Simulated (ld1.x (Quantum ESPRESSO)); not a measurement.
## Rh: one change to a TM potential, before and after

| Item | Value |
| --- | --- |
| Element | rhodium |
| Generator | ld1.x (Quantum ESPRESSO) 7.5 |
| Type | norm-conserving Troullier–Martins (Kleinman–Bylander form) |
| Functional | PBE |
| Relativity | scalar-relativistic |
| Frozen core | [Kr] |
| Valence charge | 9 |
| Reference configuration | 4d8 5s1 5p0 |
| Partial waves | 5s (bound): rc 2.45 bohr; 4d (bound): rc 1.25 bohr; 5p (bound, empty): rc 3.30 bohr |
| Local potential | the p channel |
| Core correction | none |

All-electron outer shells of the reference configuration (PBE, scalar-relativistic, ld1.x):

```json
{"shell": "4s", "level (eV)": "-82.49", "outermost node (bohr)": "0.47", "outermost maximum (bohr)": "0.88"}
{"shell": "4p", "level (eV)": "-50.42", "outermost node (bohr)": "0.47", "outermost maximum (bohr)": "0.94"}
{"shell": "4d", "level (eV)": "-5.94", "outermost node (bohr)": "0.46", "outermost maximum (bohr)": "1.14"}
{"shell": "5s", "level (eV)": "-4.30", "outermost node (bohr)": "1.19", "outermost maximum (bohr)": "2.63"}
{"shell": "5p", "level (eV)": "-0.85", "outermost node (bohr)": "1.35", "outermost maximum (bohr)": "3.93"}
```

Change: wave 5p (bound): rc 3.30 bohr becomes 5p (bound): rc 2.12 bohr.

Cutoffs: the cutoffs (Ry, on a coarse ladder) from which the occupation-weighted sum of valence levels, in a spherical-Bessel basis at the reference potential, stays within 10 and 1 mRy of its value at 400 Ry; they do not see the model core or the augmentation charge, which bear on the density cutoff. Errors are all-electron minus pseudo energies relative to the spin-unpolarised reference configuration.

Predict the effect on cutoff, ghosts and configuration errors.

The potential gets neither clearly harder nor softer (70 Ry and 80 Ry → 70 Ry and 80 Ry); a bound ghost appears in s, which as a rule spoils a file; of the 7 tests that both files solve, the error grows in 1 and shrinks in 4 by more than 15 % and 0.3 meV (median size 29.2 → 26.2 meV).

```csv
quantity,base,changed
"cutoff, loose",70 Ry,70 Ry
"cutoff, tight",80 Ry,80 Ry
bound ghosts,none,s
"error for 4d8 5s0 5p0, meV [ΔE 7.46 eV]",+5.1,+6.3
"error for 4d7 5s0 5p0, meV [ΔE 26.97 eV]",-116,-72
"error for 4d6 5s0 5p0, meV [ΔE 59.48 eV]",-659,-528
"error for 4d8 5s0.5 5p0, meV [ΔE 2.92 eV]",+0.5,+0.5
"error for 4d7 5s1 5p1, meV [ΔE 6.62 eV]",-140,-87
"error for 4d8.5 5s0.5 5p0, meV [ΔE -0.63 eV]",-29,-26
"error for 4d8 5s0 5p1, meV [ΔE 3.60 eV]",+1.3,+0.2
```

 A true bound ghost makes a file unfit for plane-wave use even where its test errors are small: the radial tests pick states by their node count and pass the ghost by.
